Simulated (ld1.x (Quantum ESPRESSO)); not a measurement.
LDA (PZ) RRKJ dataset for Cl, scalar-relativistic all-electron reference.

| Quantity | Value |
| --- | --- |
| Element | chlorine |
| Generator | ld1.x (Quantum ESPRESSO) 7.5 |
| Type | norm-conserving RRKJ (Kleinman–Bylander form) |
| Functional | LDA (PZ) |
| Relativity | scalar-relativistic |
| Frozen core | [Ne] |
| Valence charge | 7 |
| Reference configuration | 3s2 3p4.5 (charge +0.5) |
| Partial waves | 3s (bound): rc 1.20 bohr; 3d channel at 0.05 Ry: rc 1.25 bohr; 3p (bound): rc 1.00 bohr |
| Local potential | the p channel |
| Core correction | none |
| rho0 | 0.01 |

Calculated quality:

| Item | Value |
| --- | --- |
| Cutoffs needed | 120 Ry and 200 Ry (the cutoffs (Ry, on a coarse ladder) from which the occupation-weighted sum of valence levels, in a spherical-Bessel basis at the reference potential, stays within 10 and 1 mRy of its value at 400 Ry) |
| Ghost test | no extra level below or beside the all-electron valence levels (s, d, p, f tested) (spherical-Bessel basis up to 400 Ry, 20 bohr box) |
| Largest excitation error | +279 meV (all-electron minus pseudo) for 3s2 3p1, out of 7 test configurations |

Generation and tests took about 0.88 s on one core of a shared server CPU.
